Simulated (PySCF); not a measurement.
C₄H₈Cl, SMILES [CH2]C(C)(C)Cl, multiplicity 2.

The structure is a stationary point at B3LYP-D3(BJ)/def2-SVP. The isomer is the one that the SMILES or the coordinates give; other isomers of the formula were not compared.

Level of theory: TDA-PBE/def2-SVPD (PySCF).

Vertical excitations. The molecule is in vacuum.

```
state    energy (eV)  λ (nm)      f                                                                   main pairs
-------  -----------  ------  -----  ---------------------------------------------------------------------------
root 1          3.38     367  0.000                                                            β HOMO→LUMO 100 %
root 2          3.57     348  0.007                                                           β HOMO−1→LUMO 96 %
root 3          4.64     267  0.032                                         α HOMO→LUMO 79 %, β HOMO−2→LUMO 14 %
root 4          5.24     236  0.002                                                           β HOMO−3→LUMO 99 %
root 5          5.26     235  0.003                                        α HOMO→LUMO+1 87 %, β HOMO−2→LUMO 8 %
root 6          5.29     234  0.033  α HOMO→LUMO+1 13 %, α HOMO→LUMO 5 %, β HOMO−2→LUMO 61 %, β HOMO−4→LUMO 18 %
root 7          5.70     218  0.067                      α HOMO→LUMO 8 %, β HOMO−4→LUMO 72 %, β HOMO−2→LUMO 11 %
root 8          5.70     217  0.001                                                           β HOMO−5→LUMO 98 %
root 9          5.95     209  0.000                                       α HOMO−1→LUMO 64 %, β HOMO→LUMO+1 36 %
root 10         6.12     203  0.002                                     α HOMO−2→LUMO 51 %, β HOMO−1→LUMO+1 47 %
```
Unrestricted roots are not spin-pure.
